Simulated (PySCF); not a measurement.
Compound: C7H12NPSi.
Atom-mapped SMILES: `[CH3:1][N:2]([SiH2:3][PH2:4])[c:5]1[cH:6][cH:7][cH:8][cH:9][cH:10]1`

Structure used (GFN2-xTB), in Å, numbered top down from 1:
```xyz
22
C7H12NPSi angstrom
C     -1.159    2.196    0.086
N     -0.921    0.793   -0.168
Si    -2.286   -0.226   -0.469
P     -1.769   -2.303    0.183
C      0.377    0.322    0.011
C      1.269    0.927    0.897
C      2.549    0.429    1.052
C      2.970   -0.676    0.334
C      2.096   -1.277   -0.556
C      0.818   -0.780   -0.723
H     -0.327    2.792   -0.293
H     -1.290    2.408    1.151
H     -2.066    2.498   -0.434
H     -3.400    0.273    0.349
H     -2.683   -0.117   -1.885
H     -1.830   -2.861   -1.081
H     -3.082   -2.653    0.446
H      0.960    1.779    1.483
H      3.223    0.910    1.747
H      3.970   -1.061    0.462
H      2.413   -2.133   -1.134
H      0.158   -1.219   -1.459
```

Probes without a nucleus sit at each ring's centroid and 1 Å off its mean plane on both sides; NICS is minus the shielding there, NICSzz its component along the normal. Level: GIAO PBE0/pcSseg-1 (PySCF, non-relativistic, gas phase) on the GFN2-xTB geometry, one conformer.

Ring bond lengths (Å), with Mayer bond orders in brackets: C5–C6 1.395 (1.39), C6–C7 1.382 (1.46), C7–C8 1.384 (1.43), C8–C9 1.385 (1.43), C9–C10 1.381 (1.48), C10–C5 1.396 (1.35).

Task: Give the NICS values of each ring in ppm.

Result: 
```tsv
ring	type	NICS(0)	NICS(1), two faces	NICS(1)zz, two faces	rms pucker (Å)	centre to ring atoms, mean (Å)
C5–C6–C7–C8–C9–C10	6-membered carbocycle; formal bonds all aromatic	-8.8	-10.5 / -11.0	-25.8 / -27.2	0.01	1.39
```

Task: What can be read from them?

Result: 
- C5–C6–C7–C8–C9–C10: mean NICS(1)zz -26.5 ppm, shielded. The ring is flat and has no four-coordinate atom; by the NICS criterion it is aromatic.

Task: What does the geometric index give? HOMA takes Krygowski's 1993 parameters.

Result: 
- C5–C6–C7–C8–C9–C10: HOMA 0.99 = 1 − EN − GEO, with mean bond length 1.387 Å, EN = α(Ropt − mean)² = 0.000 and GEO = α × variance = 0.009. The geometric and the magnetic index point the same way.

Task: What field does 11.7 T along the ring normal induce along that normal at the first NICS(1) probe listed for ring C5–C6–C7–C8–C9–C10, 1 Å off the ring?

Result: NICSzz × B0 = -25.8 ppm × 11.7 T = -302 μT, against the applied field.
